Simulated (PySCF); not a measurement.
Ionisation energy along the 14-electron series

Calculated with PySCF 2.14 and a two-component X2C-1e Hamiltonian (Gaussian nucleus, no Breit or QED terms), each ion in its own even-tempered basis scaled to its charge; GMP2 freezes 1s2 and drops the highest virtual spinors. Values in eV. NIST values: (m) measured, (s) semi-empirical, (t) theoretical.

| ion | configuration | GHF (spin-free) | GMP2 (spin-free) | GHF (screened spin-orbit) | GMP2 (screened spin-orbit) | NIST |
| --- | --- | --- | --- | --- | --- | --- |
| Lu⁵⁷⁺ | [Ne] 3s2 3p2 | 5746.4 | 5747.2 | 5943.0 | 5944.8 | 5937 ± 6 (t) |
| Hf⁵⁸⁺ | [Ne] 3s2 3p2 | 5943.6 | 5944.4 | 6154.7 | 6156.6 | 6149 ± 6 (t) |
| Ta⁵⁹⁺ | [Ne] 3s2 3p2 | 6144.4 | 6145.2 | 6370.8 | 6372.7 | 6364 ± 7 (t) |

Between Z = 71 and Z = 73 the GMP2 (screened spin-orbit) value grows as Z to the power 2.50.
